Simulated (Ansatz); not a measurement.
Stepwise reaction of `[SiH3]N[SiH2]Cl` with water, as a gas-phase model of exchange steps in deposition or etching. ΔE in kJ/mol.

Isolated molecules relaxed with PBE0-D4/def2-TZVP in Ansatz; ΔE leaves out vibrations. CCSD(T)/CBS adds triple-zeta CCSD(T) − MP2 to the extrapolated MP2 energy (def2 sets, frozen cores). This one scheme is used for every species. DFT in def2-TZVPP. B3LYP here is the variant with VWN-RPA as its local correlation; programs differ in this. One conformer a species, not always the lowest.

```json
{"step": "1", "reaction": "`[SiH3]N[SiH2]Cl` + H₂O → `O[SiH2]N[SiH2]Cl` + H₂", "PBE-D4": "-84.0", "B3LYP-D4": "-89.3", "ωB97M-V": "-90.4", "CCSD(T)/CBS": "-87.7"}
{"step": "2", "reaction": "`O[SiH2]N[SiH2]Cl` + H₂O → `O[SiH](O)N[SiH2]Cl` + H₂", "PBE-D4": "-94.5", "B3LYP-D4": "-101.1", "ωB97M-V": "-102.1", "CCSD(T)/CBS": "-97.6"}
{"step": "3", "reaction": "`O[SiH](O)N[SiH2]Cl` + H₂O → `O[SiH](O)N[SiH](O)Cl` + H₂", "PBE-D4": "-92.5", "B3LYP-D4": "-98.7", "ωB97M-V": "-99.3", "CCSD(T)/CBS": "-95.5"}
```

Problem. By hand: ΔE of the 3 steps together at CCSD(T)/CBS.

Solution. (-87.7) + (-97.6) + (-95.5) = -280.8 kJ/mol, or -93.6 kJ/mol a step.

In ΔE step 2 is the lowest and step 1 the highest. All are downhill at CCSD(T)/CBS. PBE-D4 differs from CCSD(T)/CBS by 3.0 to 3.7 kJ/mol a step. Isolated molecules leave out the surface, adducts and barriers. Largest T1 diagnostic: 0.011.
